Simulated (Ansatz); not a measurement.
# Worked example: the enthalpy of CH3Br + C2H7N → CH5N + C2H5Br

Species: CH3Br (bromomethane) `CBr`, singlet; C2H7N (ethanamine) `CCN`, singlet; CH5N (methylamine) `CN`, singlet; C2H5Br (bromoethane) `CCBr`, singlet. The partners trade Br for NH2; both sit on C, so the bond types are kept.

Shapes, held fixed at every level: PBE0-D4/def2-TZVP. Flexible molecules stand in one conformer, not always the lowest. Programs: Ansatz 0.2.0. The zero-point and thermal terms to 298 K, harmonic and unscaled (PBE0-D4/def2-TZVP), stand in the table.

At PBE-D4/def2-TZVPP; 1 Eh = 2625.50 kJ/mol:

```
species   energy (Eh)  H(298 K) − E (kJ/mol)  tabulated ΔfH (kJ/mol)
  CH3Br  -2613.637212                  108.4                   -36.4
  C2H7N   -135.045699                  257.8                   -47.5
   CH5N    -95.769152                  180.0                   -20.9
 C2H5Br  -2652.913738                  186.9                   -63.1
```

Problem. Work out the reaction enthalpy at 298 K from the calculation and from the table of heats.

Solution. 
1. Electronic: (-95.769152) + (-2652.913738) − [(-2613.637212) + (-135.045699)] = 0.000021 Eh = +0.1 kJ/mol.
2. Zero-point and thermal: (180.0) + (186.9) − [(108.4) + (257.8)] = +0.7 kJ/mol.
3. Computed ΔH = +0.8 kJ/mol.
4. From the heats of formation (Active Thermochemical Tables, CRC Handbook of Chemistry and Physics): (-20.9) + (-63.1) − [(-36.4) + (-47.5)] = -0.1 kJ/mol.
5. Computed less tabulated: +0.9 kJ/mol. Tabulated heats carry uncertainties of their own.

Relativity is left out for Br unless named.
